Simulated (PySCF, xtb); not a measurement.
C₃H₇BO₃, SMILES B1(COCO1)OC.

GFN2-xTB (xtb) at its own geometry gives an orbital gap of 6.19 eV and a dipole moment of 2.29 D.

Geometry: PBE0-D3(BJ)/def2-SVP. This is a generated structure with no PubChem entry under its InChIKey; it may be hypothetical. One conformer was computed; it need not be the lowest.

Question: What does PySCF with PBE/def2-TZVP give? (An estimate is asked for; the answer gives what the named calculation found.)

Answer: gap 5.94 eV (levels -5.90 and 0.03 eV), dipole 1.92 D.
